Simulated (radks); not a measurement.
Results of a calculation; reference values are marked as such.
Question: These are the eigenvalues of the occupied orbitals of an atom or ion with whole-number occupations (eV). Code: a radial shooting solver on a logarithmic mesh with Libxc functionals. Model: scalar-relativistic Kohn-Sham, PBE, spin-polarised, spherical densities, finite nucleus; Fermi nuclear charge, rms radius of each element as measured or else 0.836 A^(1/3) + 0.57 fm.

1s up: -4282.288
1s down: -4279.418
2s up: -704.7648
2s down: -699.6651
2p up: -631.6740
2p down: -625.7291

Which element is it, and in what charge state? The configuration may be excited. Open shells, if any, are filled with parallel spins first.

Answer: Z = 20, calcium, charge +11: Ca11+ in [He] 2s2 2p5. The list shows which subshells hold electrons but not how many an open one holds; the 1s level, -157.37 hartree, gives Z - s = 17.7 by -(Z - s)^2/2, which with screening and relativity narrows Z to a few neighbours, and the depths of the outer levels then fix element, charge and occupations together.
